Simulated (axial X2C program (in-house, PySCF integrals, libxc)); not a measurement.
## HfH⁺: properties at the nuclei

Calculated with an axial X2C code built on PySCF integrals: two-component X2C with atomic mean-field Coulomb and Gaunt terms, Gaussian nuclei, basis Hf dyall-cv3z, H dyall-v3z with contracted cores.

R = 1.778 Å (near the PBE0 minimum at charge 1 of the determinant lowest at the starting distance; the state shown can have its own minimum elsewhere).

Determinant lowest in the PBE0 search, Ω = 1 (⟨Sz⟩ = -0.97, ⟨Lz⟩ = 1.97 at PBE0), spin on the atoms Hf -0.96, H -0.01:

| level | Eeff magnitude (GV/cm) | Ws magnitude Hf (kHz) | A∥/gI Hf (MHz) | qzz Hf (a.u.) | A∥/gI H (MHz) | qzz H (a.u.) |
| --- | --- | --- | --- | --- | --- | --- |
| PBE0 | 20.5 | 18.1 | -4220 | -1.43 | 0.397 | 0.08 |
| HF | 24.9 | 21.8 | -4420 | -2.60 | 3.49 | 0.09 |
| TPSSh | 17.9 | 15.8 | -4140 | -1.36 | 0.0103 | 0.08 |
| BP86 | 20.1 | 17.8 | -4180 | -1.05 | -1.73 | 0.08 |
| LDA | 21.3 | 18.9 | -4150 | -1.01 | -1.58 | 0.07 |

Determinant 0.32 eV from it at PBE0 and this distance, Ω = 0 (closed shell), highest spinor 52% Hf s, 40% Hf d, 4% H s:

```json
{"level": "PBE0", "qzz Hf (a.u.)": "-6.02", "qzz H (a.u.)": "0.07"}
{"level": "HF", "qzz Hf (a.u.)": "-7.70", "qzz H (a.u.)": "0.07"}
{"level": "TPSSh", "qzz Hf (a.u.)": "-6.04", "qzz H (a.u.)": "0.07"}
{"level": "BP86", "qzz Hf (a.u.)": "-5.54", "qzz H (a.u.)": "0.06"}
{"level": "LDA", "qzz Hf (a.u.)": "-5.42", "qzz H (a.u.)": "0.06"}
```

Eeff is the effective electric field on the electron electric dipole moment in this Ω state and Ws the scalar–pseudoscalar constant of the nucleus named (defined with the proton number Z and per Ω); A∥ (defined per Ω) follows by multiplying with gI = μI/(I μN); qzz is the electric field gradient, eQq0 = 234.96 MHz × Q/barn × qzz. The operators were transformed with the bare-nucleus X2C matrices; with these basis sets, hyperfine constants and field gradients can be off by tens of per cent, and where levels differ in sign neither size nor sign is settled.

(1) With gI(177Hf) = 0.2267 (g factors from the IAEA table of nuclear moments by Stone), turn the PBE0 values of the first state into constants in MHz.

Each state is one determinant with collinear spin, which with several unpaired electrons need not be a pure state. Unrestricted Hartree–Fock can overshoot spin polarisation at the nuclei. With several open shells hyperfine constants can be off by a factor of several. Open-shell Ω = 0 determinants with evenly filled partner blocks cannot be reached by this program, so the Ω shown need not be the lowest component. States lie within half an eV, so the first need not be the ground state. Further determinants of the search, some of them spin-mixed, are not shown. Where a field gradient or hyperfine factor spreads by more than a factor of two over the levels, a constant derived from it is not to be relied on. PBE0 term energies can be off by some tenths of an eV.

## Answers

(1) A∥(177Hf) = -4220 × 0.2267 = -957 MHz.
